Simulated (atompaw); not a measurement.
## Gd (Z = 64) PAW (atompaw): all-electron and pseudo phase curves

```json
{
 "Element": "gadolinium",
 "Generator": "atompaw 4.2.0.5",
 "Type": "PAW",
 "Functional": "PBE",
 "Relativity": "scalar-relativistic",
 "Frozen core": "[Kr] 4d10 4f7",
 "Valence charge": "11",
 "Reference configuration": "5s2 5p6 5d1 6s2 6p0",
 "Partial waves": "5s (bound): rc 1.60 bohr; 6s (bound): rc 1.80 bohr; 5p (bound): rc 1.75 bohr; 6p (bound, empty): rc 3.00 bohr; 5d (bound): rc 3.00 bohr; 5d channel at 0.2 Ry: rc 3.00 bohr",
 "Local potential": "bessel scheme, radius 2.05 bohr",
 "Core correction": "smooth core density matched at 2.20 bohr",
 "Augmentation charge": "sinc compensation charge, radius 2.30 bohr; PAW radius 3.00 bohr; waves and projectors: custom polynom2 7 10 vanderbiltortho"
}
```

The phase is arctan(r·u′/u) with u = r·R(r), unwrapped; energies in Ry, scanned from -6 to 5 Ry. A pole is an energy at which the radial function vanishes at the test radius. The pseudo phase is shifted by a multiple of π to meet the all-electron one at the reference energy, and phase errors are pseudo minus all-electron; the curves can meet again beyond the range given. Levels narrower than the energy grid can be missing from the lists of poles.

| channel | radius (bohr) | reference energy (Ry) | poles, all-electron | poles, pseudo | unbroken range about the reference energy with phases within 0.05 rad | phase error 1 Ry above the reference energy (rad) |
| --- | --- | --- | --- | --- | --- | --- |
| s | 3.00 | -0.30 | -3.62, 2.13 | -3.62, 2.12 | below 4.4 | -0.000 |
| p | 3.00 | -0.10 | -1.89, 3.39 | -1.89, 2.45 | below 0.6 | -0.145 |
| d | 3.00 | -0.19 | 0.47 | 0.47 | below 2.2 | +0.000 |

Phases in the p channel:

| E (Ry) | all-electron | pseudo |
| --- | --- | --- |
| -6.00 | 1.426 | 1.423 |
| -5.76 | 1.422 | 1.419 |
| -5.52 | 1.418 | 1.415 |
| -5.28 | 1.414 | 1.411 |
| -5.04 | 1.410 | 1.406 |
| -4.80 | 1.405 | 1.401 |
| -4.56 | 1.399 | 1.395 |
| -4.32 | 1.393 | 1.389 |
| -4.08 | 1.386 | 1.382 |
| -3.84 | 1.377 | 1.373 |
| -3.60 | 1.368 | 1.363 |
| -3.36 | 1.355 | 1.351 |
| -3.12 | 1.340 | 1.335 |
| -2.88 | 1.318 | 1.313 |
| -2.64 | 1.282 | 1.277 |
| -2.40 | 1.203 | 1.197 |
| -2.16 | 0.701 | 0.686 |
| -1.92 | -1.528 | -1.529 |
| -1.68 | -1.698 | -1.700 |
| -1.44 | -1.758 | -1.760 |
| -1.20 | -1.799 | -1.801 |
| -0.96 | -1.836 | -1.839 |
| -0.72 | -1.877 | -1.879 |
| -0.48 | -1.927 | -1.928 |
| -0.24 | -1.994 | -1.994 |
| 0.00 | -2.090 | -2.091 |
| 0.24 | -2.245 | -2.249 |
| 0.48 | -2.521 | -2.546 |
| 0.72 | -3.015 | -3.111 |
| 0.96 | -3.632 | -3.781 |
| 1.20 | -4.054 | -4.186 |
| 1.44 | -4.284 | -4.395 |
| 1.68 | -4.416 | -4.516 |
| 1.92 | -4.501 | -4.596 |
| 2.16 | -4.559 | -4.655 |
| 2.40 | -4.603 | -4.703 |
| 2.64 | -4.637 | -4.744 |
| 2.88 | -4.665 | -4.783 |
| 3.12 | -4.689 | -4.823 |
| 3.36 | -4.710 | -4.867 |
| 3.60 | -4.729 | -4.919 |
| 3.84 | -4.748 | -4.986 |
| 4.08 | -4.766 | -5.081 |
| 4.32 | -4.784 | -5.231 |
| 4.56 | -4.803 | -5.500 |
| 4.80 | -4.823 | -6.007 |
